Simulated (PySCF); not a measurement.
## Where the electron goes

Compound: C2H11NOSi3.
Cartesian coordinates in Å at the GFN2-xTB level; atoms count from 1:
```xyz
18
C2H11NOSi3 angstrom
C      2.4244   -0.4768    0.4775
C      2.2751    0.4037   -0.4988
Si     0.6217    1.0581   -1.1233
N     -0.6883    0.2721   -0.2792
Si    -1.6874    1.1920    0.8101
Si    -1.1098   -1.3603   -0.7293
O     -1.7417   -2.1811    0.5187
H      3.3889   -0.8326    0.8091
H      1.5681   -0.8847    0.9919
H      3.1630    0.7883   -0.9873
H      0.5267    2.4989   -0.8708
H      0.4957    0.7890   -2.5615
H     -2.4613    0.2698    1.6396
H     -2.5831    2.0669    0.0471
H     -0.7959    1.9852    1.6616
H      0.1194   -1.9972   -1.1974
H     -2.2100   -1.4035   -1.6835
H     -1.3144   -2.1812    1.3706
```

Computed, not measured: PySCF 2.14.0, density-fitted response routines, TDDFT wB97X-D/def2-SVPD, vertical, gas phase, core orbitals frozen in the response.

Frontier orbitals with the atoms that hold most of them (Löwdin shares over 4%, at most four atoms; ? is withheld):

| orbital | ε (eV) | atoms |
| --- | --- | --- |
| LUMO+2 | 1.90 | Si5 18%, Si3 15%, Si6 9%, N4 7% |
| LUMO+1 | 1.64 | O7 17%, Si5 16%, Si6 16%, H18 11% |
| LUMO | ? | ? |
| HOMO | -9.42 | N4 47%, Si5 8%, Si6 8%, Si3 6% |
| HOMO-1 | -9.92 | ? |
| HOMO-2 | -10.92 | O7 33%, Si6 17%, H16 15%, C2 7% |
| HOMO-3 | -11.04 | C2 20%, Si3 13%, C1 12%, Si5 10% |

(1) Which atoms hold the HOMO-1, and with what shares?

(2) Give the leading atoms of the LUMO.

(3) What is the LUMO energy, and the HOMO–LUMO gap?

Answers

(1) C2 (bonded to C, Si and H) 36%; C1 (bonded to C and 2 H) 36%; Si3 (bonded to C, N and 2 H) 7%. By element: carbon 71%, silicon 7% or more.

(2) C1 (bonded to C and 2 H) 34%; C2 (bonded to C, Si and H) 30%; Si3 (bonded to C, N and 2 H) 10%; H9 (bonded to C) 5%. By element: carbon 64%, silicon 10% or more, hydrogen 5% or more.

(3) ε(LUMO) = 1.30 eV; the gap is 10.71 eV (0.3937 hartree).

**Question.** The HOMO–LUMO gap is 10.71 eV. Where does the response calculation put the lowest singlet, and from which orbitals?

**Answer.** S1 is at 6.40 eV (f = 0.0023), 4.32 eV below the gap, made of HOMO→LUMO (76%), HOMO-3→LUMO (15%). 

**Question.** One configuration dominates each of S1 and S4. Which, and how do the shares of the two leading atoms of either orbital change from the occupied to the empty one?

**Answer.** 
- S1 (6.40 eV, f 0.0023), HOMO→LUMO (76%): N4 47% → at most 6%, Si5 8% → at most 6%, C1 at most 7% → 34%, C2 at most 7% → 30%
- S4 (7.22 eV, f 0.261), HOMO-1→LUMO (82%): C2 36% → 30%, C1 36% → 34%

Löwdin shares depend on the basis, the more so with diffuse functions.

One conformer stands for the species.
